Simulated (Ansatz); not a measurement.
Input file for Ansatz (a quantum-chemistry and plane-wave program): U-PBE/cc-pV(T+d)Z on C2H4Si (SMILES C#C[SiH3]), a point of a bond scan (R = 0.851 Å). Files ending in .json are basis or fitting sets from the Basis Set Exchange.

Ansatz 0.2 input:
```yaml
crystal:
  periodic: [false, false, false]
  atoms:
    - {symbol: Si, position_ang: [-0.94557569, -0.07811079, -0.46973009]}
    - {symbol: C, position_ang: [0.68460242, 0.05655268, 0.34008738]}
    - {symbol: C, position_ang: [1.76130898, 0.14549575, 0.87495887]}
    - {symbol: H, position_ang: [-1.05376220, 0.95013135, -1.52668239]}
    - {symbol: H, position_ang: [-1.08493276, -1.42239361, -1.06941143]}
    - {symbol: H, position_ang: [-2.01018489, 0.12953739, 0.53507032]}
    - {symbol: H, position_ang: [2.52143868, 0.20828748, 1.25256565]}
basis:
  gaussian:
    orbitals: cc-pV_T+d_Z.json
hamiltonian:
  xc: {name: PBE}
magnetization: {spin_polarized: true, initial_magnetization: 0}
```

The log:

```
WARN ansatz: RAYON_NUM_THREADS=1 ignored (pool sized by the plan → 1); use --threads N
Functional definition: PBE
integrals: 0.05 GiB planned
866 factors; their error is unknown
mean field: 0.58 GiB planned
mean field evaluation 1: about -10000.3969 eV, gradient 3.8e1 eV
mean field evaluation 2: about -9987.7666 eV, gradient 5.7e1 eV
mean field evaluation 4: about -10006.4997 eV, gradient 1.3e1 eV
mean field evaluation 8: about -10007.2994 eV, gradient 7.2e-2 eV
mean field -10007.29943840 eV, -367.7614711701 hartree, gradient 6.0e-5 eV, S^2 0.000000; 0 other end points of the search recorded, 0 dependent functions left out
reference -10007.29947549 eV, -367.7614725332 hartree; 15, 15 occupied and 140, 140 virtual orbitals, 866 factors
Total energy: -10007.29947549 eV, -367.7614725332 hartree
```

Self-consistency was reached.

Cost: about 2.5 core-seconds (a rough figure).
